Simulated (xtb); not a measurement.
C3H7O2, doublet, at a GFN2-xTB geometry; xtb 6.7.1 with GFN2-xTB.

Here is a job for xtb.
```
$ xtb mol.xyz --gfn 2 --chrg 0 --uhf 1 --json

# file mol.xyz
12

C      1.99023248     0.40467319     0.01228498
O      1.12307932    -0.62263764    -0.39845659
C     -0.16768770    -0.23805746    -0.67488860
C     -1.05351121    -0.05487559     0.66183113
O     -2.24162257     0.37092892     0.35792977
H      2.00415331     1.22731933    -0.71077847
H      1.69374747     0.80150983     0.99152291
H      2.98130173    -0.03750718     0.09120019
H     -0.64115609    -1.04556706    -1.23494497
H     -0.23155284     0.70585661    -1.22781825
H     -1.01524996    -1.01885081     1.20686636
H     -0.45709912     0.71046824     1.21280186
```

What the program printed (banner, timings and long lists left out):

```
   ID    Z sym.   atoms
    1    6 C      1, 3, 4
    2    8 O      2, 5
    3    1 H      6-12

           -------------------------------------------------
          |                Calculation Setup                |
           -------------------------------------------------

           -------------------------------------------------
          |                 G F N 2 - x T B                 |
           -------------------------------------------------

          ...................................................
          :                      SETUP                      :
          :.................................................:
          :  # basis functions                  27          :
          :  # atomic orbitals                  27          :
          :  # shells                           17          :
          :  # electrons                        31          :
          :  max. iterations                   250          :
          :  Hamiltonian                  GFN2-xTB          :
          :  restarted?                      false          :
          :  GBSA solvation                  false          :
          :  PC potential                    false          :
          :  electronic temp.          300.0000000     K    :
          :  accuracy                    1.0000000          :
          :  -> integral cutoff          0.2500000E+02      :
          :  -> integral neglect         0.1000000E-07      :
          :  -> SCF convergence          0.1000000E-05 Eh   :
          :  -> wf. convergence          0.1000000E-03 e    :
          :  Broyden damping             0.4000000          :
          :  net charge                          0          :
          :  unpaired electrons                  1          :
          ...................................................

 iter      E             dE          RMSdq      gap      omega  full diag
   1    -18.1092427 -0.181092E+02  0.444E+00   11.42       0.0  T
   2    -18.1527765 -0.435339E-01  0.262E+00   10.10       1.0  T
   3    -18.1618749 -0.909834E-02  0.163E+00   11.02       1.0  T
   4    -18.1697503 -0.787548E-02  0.418E-01   10.83       1.0  T
   5    -18.1697563 -0.592620E-05  0.221E-01   10.87       1.0  T
   6    -18.1698354 -0.791063E-04  0.641E-02   10.86       1.0  T
   7    -18.1698403 -0.494366E-05  0.132E-02   10.85       2.2  T
   8    -18.1698404 -0.107285E-06  0.466E-03   10.85       6.2  T
   9    -18.1698404 -0.154154E-07  0.183E-03   10.85      15.8  T
[...]
         :: total energy             -18.016488974603 Eh    ::
[...]
     9   1 H        0.924     0.086     1.921     2.168
    10   1 H        0.924     0.059     2.211     2.325
    11   1 H        0.922     0.022     2.704     2.572
    12   1 H        0.921     0.061     2.191     2.315

 Mol. C6AA /au·bohr⁶  :       1056.654936
 Mol. C8AA /au·bohr⁸  :      21676.083413
 Mol. α(0) /au        :         47.306510

Wiberg/Mayer (AO) data.
largest (>0.10) Wiberg bond orders for each atom

 ---------------------------------------------------------------------------
     #   Z sym  total        # sym  WBO       # sym  WBO       # sym  WBO
 ---------------------------------------------------------------------------
     1   6 C    3.938 --     2 O    0.990     8 H    0.976     6 H    0.973
                             7 H    0.957
     2   8 O    2.229 --     3 C    1.064     1 C    0.990
     3   6 C    3.916 --     2 O    1.064    10 H    0.964     9 H    0.958
                             4 C    0.782     5 O    0.101
     4   6 C    3.965 --     5 O    1.327    11 H    0.952    12 H    0.876
                             3 C    0.782
     5   8 O    1.663 --     4 C    1.327     3 C    0.101
     6   1 H    0.997 --     1 C    0.973
     7   1 H    0.997 --     1 C    0.957
     8   1 H    0.994 --     1 C    0.976
     9   1 H    0.992 --     3 C    0.958
    10   1 H    0.996 --     3 C    0.964
    11   1 H    0.997 --     4 C    0.952
    12   1 H    0.988 --     4 C    0.876
 ---------------------------------------------------------------------------

Topologies differ in total number of bonds
Writing topology from bond orders to xtbtopo.mol

molecular dipole:
                 x           y           z       tot (Debye)
 q only:        1.588       0.130      -0.129
   full:        1.745       0.205      -0.068       4.470
molecular quadrupole (traceless):
                xx          xy          yy          xz          yz          zz
 q only:       -4.393       4.221       1.453       2.245      -0.128       2.940
  q+dip:       -7.737       5.321       2.966       2.073      -0.695       4.771
   full:       -7.128       5.297       2.348       2.153      -0.250       4.780

           -------------------------------------------------
          | TOTAL ENERGY              -18.016488974603 Eh   |
          | GRADIENT NORM               0.000065035871 Eh/α |
          | HOMO-LUMO GAP              10.847503992737 eV   |
           -------------------------------------------------

normal termination of xtb
```
